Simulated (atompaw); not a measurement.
u(r) = r·R(r): atom against pseudo-atom (Cr (Z = 24))

Columns: radius, all-electron u(r) and pseudo u(r) of the 4s shell (level -4.27 eV) of chromium in the configuration [Ne] 3s2 3p6 3d5 4s0.75 4p0.25; PBE, scalar-relativistic, PAW (atompaw) scheme, atompaw 4.2.0.5.

| r (bohr) | all-electron | pseudo |
| --- | --- | --- |
| 0.058 | -0.0546 | -0.0931 |
| 0.115 | 0.0703 | -0.1811 |
| 0.173 | 0.1428 | -0.2639 |
| 0.231 | 0.1384 | -0.3367 |
| 0.288 | 0.0844 | -0.3963 |
| 0.346 | 0.0071 | -0.4428 |
| 0.404 | -0.0723 | -0.4741 |
| 0.462 | -0.1415 | -0.4896 |
| 0.519 | -0.1938 | -0.4900 |
| 0.577 | -0.2290 | -0.4762 |
| 0.635 | -0.2466 | -0.4496 |
| 0.692 | -0.2484 | -0.4129 |
| 0.750 | -0.2368 | -0.3670 |
| 0.808 | -0.2145 | -0.3149 |
| 0.865 | -0.1843 | -0.2597 |
| 0.923 | -0.1476 | -0.2016 |
| 0.981 | -0.1065 | -0.1433 |
| 1.038 | -0.0636 | -0.0871 |
| 1.096 | -0.0186 | -0.0322 |
| 1.154 | 0.0269 | 0.0199 |
| 1.212 | 0.0719 | 0.0689 |
| 1.269 | 0.1151 | 0.1142 |
| 1.327 | 0.1575 | 0.1575 |
| 1.385 | 0.1982 | 0.1983 |
| 1.442 | 0.2362 | 0.2362 |
| 1.500 | 0.2727 | 0.2727 |

How many radial nodes do the two functions have?

The all-electron 4s function has n − l − 1 = 3; the pseudo-wave has 1, since 1 lower shell of the same l stays in the valence.

Is the pseudo-wave norm-conserving?

No, it belongs to a PAW set: the norm inside the radius is not constrained, and the difference is carried by the augmentation charge.
